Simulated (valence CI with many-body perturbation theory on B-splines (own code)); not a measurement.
**Gd⁴⁹⁺ in three bases**

Computed by relativistic CI+MBPT: five valence electrons over a frozen Dirac-Fock core [Ne], a basis of 9 s, 9 p, 8 d, 6 f, 3 g, 1 h functions for each j, with the one-electron correlation potential Σ1 (screened to all orders), the two-electron term Σ2, the three-electron term Σ3, Breit, model QED; selected single and double excitations, second order for the rest, scaled by the run's own slope (own B-spline code, finite nucleus).

The last digits are not significant, and no measured levels were compared; by estimate large intervals hold to a few tenths of a per cent, small ones and those within an open d or f shell to about a per cent. Among the levels kept, up to 1200 cm⁻¹ of a level comes from second order outside the variational space, and about a tenth of that is noise between levels of different J, which matters for small intervals.

The reference run has the lowest level (3s^2 3p1/2^2 3p3/2) J=3/2 and an ionisation energy of 4296.53 eV. Its largest variational space holds 20000 state functions.

Levels are named by their leading jj configuration (3d3/2^4 stands for four electrons in 3d with j = 3/2), which in mixed levels can hold well under half, so a name can repeat and another be missing. Letters in brackets count levels of one name in rising energy.

Changed runs:
A. basis 6 s, 6 p, 5 d, 3 f, 1 g
B. basis 5 s, 5 p, 4 d, 2 f

Excitation energies of the reference run in cm⁻¹, and shifts in cm⁻¹:

```csv
Level,Reference,A,B
(3s^2 3p1/2 3p3/2^2) J=3/2,1343770,-121,-388
(3s^2 3p1/2 3p3/2^2) J=5/2,1424940,+24,+126
(3s^2 3p1/2 3p3/2^2) J=1/2,1526910,+63,+269
(3s^2 3p1/2^2 3d3/2) J=3/2,1534450,+323,+743
(3s^2 3p1/2^2 3d5/2) J=5/2,1939370,+373,+849
(3s 3p1/2^2 3p3/2^2) J=5/2,2469170,-95,-254
(3s 3p1/2^2 3p3/2^2) J=3/2,2670800,+7.5,-47
(3s 3p1/2^2 3p3/2^2) J=1/2,2673220,-10,+26
(3s^2 3p1/2 3p3/2 3d3/2) J=5/2 [a],2865710,+210,+350
(3s^2 3p3/2^3) J=3/2,2883110,-35,-45
(3s^2 3p1/2 3p3/2 3d3/2) J=3/2 [a],2883370,+159,+247
(3s^2 3p1/2 3p3/2 3d3/2) J=1/2 [a],2885040,+119,+104
Ionisation energy (eV),4296.53,-0.042,-0.15
```
